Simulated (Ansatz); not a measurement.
In(phosphinine)H3 (C₅H₈InP). Total charge 0; singlet. Geometry PBE0-D4/def2-SVP.

```
atom   x (Å)   y (Å)   z (Å)
 In1  -0.534   2.704   2.112
  P2  -0.102   0.523   0.410
  C3   1.098   0.341  -0.815
  C4   1.217  -0.798  -1.606
  C5   0.378  -1.908  -1.490
  C6  -0.666  -1.983  -0.565
  C7  -0.973  -0.963   0.331
  H8   1.792   1.173  -0.966
  H9   2.009  -0.825  -2.360
 H10   0.545  -2.759  -2.155
 H11  -1.275  -2.892  -0.545
 H12  -1.809  -1.093   1.025
 H13  -2.243   2.414   2.261
 H14   0.042   3.885   0.972
 H15   0.521   2.179   3.391
```

In the def2 sets In takes a core potential; there is no spin–orbit coupling.

Problem. Estimate the orbital energies around the gap (eV) in Ansatz with PBE-D4/def2-TZVP, r2SCAN-D4/def2-TZVP, PBE0-D4/def2-SVP, PBE0-D4/def2-TZVP, CAM-B3LYP-D4/def2-TZVP.

Solution. 
```csv
orbital,PBE-D4/def2-TZVP,r2SCAN-D4/def2-TZVP,PBE0-D4/def2-SVP,PBE0-D4/def2-TZVP,CAM-B3LYP-D4/def2-TZVP
HOMO−9,-11.11,-11.56,-12.81,-12.77,-14.26
HOMO−8,-10.35,-10.72,-11.89,-11.87,-13.45
HOMO−7,-9.75,-10.11,-11.25,-11.25,-12.76
HOMO−6,-9.68,-10.04,-11.11,-11.08,-12.57
HOMO−5,-8.66,-8.98,-10.13,-10.08,-11.48
HOMO−4,-7.45,-7.66,-8.49,-8.49,-9.81
HOMO−3,-7.29,-7.55,-8.49,-8.46,-9.65
HOMO−2,-7.02,-7.24,-8.01,-7.99,-9.19
HOMO−1,-6.32,-6.59,-7.41,-7.47,-8.84
HOMO,-6.21,-6.46,-7.25,-7.30,-8.58
LUMO,-2.96,-2.88,-2.15,-2.19,-1.14
LUMO+1,-2.42,-2.28,-1.43,-1.55,-0.45
LUMO+2,-0.86,-0.46,-0.01,-0.13,0.65
LUMO+3,-0.20,0.08,1.06,0.65,1.61
LUMO+4,0.19,0.64,1.34,1.02,1.87
LUMO+5,0.31,0.87,1.69,1.26,2.12
```
